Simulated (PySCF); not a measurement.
Computed properties of CH5FO2Si2, SMILES [SiH2]1OCO[Si@@H]1F

CH₅FO₂Si₂, SMILES O1CO[Si@H](F)[SiH2]1. Geometry optimised at PBE0-D3(BJ)/def2-SVP. The structure was generated by enumeration; whether it is a known compound was not checked. One conformer was computed; it need not be the lowest. All values are computed for the isolated molecule unless a solvent is named; none is compared with measurement here.

**Structure.** All 27 harmonic modes at PBE0-D3(BJ)/def2-SVP (PySCF) are real, so it is a minimum. With heavy atoms numbered as in [F:1][Si@H:2]1[O:3][CH2:4][O:5][SiH2:6]1, the shortest bond between them is C4–O5 at 1.399 Å and the longest Si2–Si6 at 2.328 Å.

**Vibrations.** The strongest infrared lines (harmonic, unscaled, degenerate partners summed) lie at 1194 cm⁻¹ (308 km/mol, O 52 %, C 37 %, H 8 %), 1109 cm⁻¹ (295 km/mol, C 48 %, O 43 %, H 9 %), 920 cm⁻¹ (170 km/mol, Si 46 %, F 35 %, H 16 %). The softest mode is at 64 cm⁻¹ and the zero-point energy is 42.4 kcal/mol.

**Electronic structure.** HF/def2-TZVP (PySCF) places the frontier levels at -11.14 and 2.56 eV, a gap of 13.70 eV, and gives a dipole moment of 1.34 D and a mean polarisability of 59.5 bohr³. PBE/def2-TZVP (PySCF) at the same geometry gives -6.62 and -1.26 eV, so its gap is 8.34 eV narrower. An orbital gap is neither the optical nor the fundamental gap.

**Excitations.** TDDFT-PBE0/def2-SVPD (PySCF) has S1 at 6.29 eV (197 nm, f = 0.010, weak); the most intense of the 10 singlets computed lies at 7.76 eV (f = 0.11). T1 (TDA) is at 5.64 eV. TDDFT-PBE/def2-SVPD (PySCF) puts S1 at 5.46 eV. No vertical singlet excitation falls in the visible range (under 3.1 eV).

**NMR.** GIAO shifts at KT2/pcSseg-1 (PySCF) (non-relativistic, atoms alike by connectivity averaged): ¹³C at 101.7 ppm against TMS; ¹H from 5.3 to 6.0 ppm against TMS; ²⁹Si from -37.9 to 2.3 ppm against TMS; ¹⁹F at -188.7 ppm against CFCl3.

**Solvation.** SMD-ωB97X/def2-SVP (PySCF) gives -1.9 kcal/mol in water, -2.3 kcal/mol in toluene, -2.0 kcal/mol in n-hexane (1 M in both phases, gas-phase geometry).
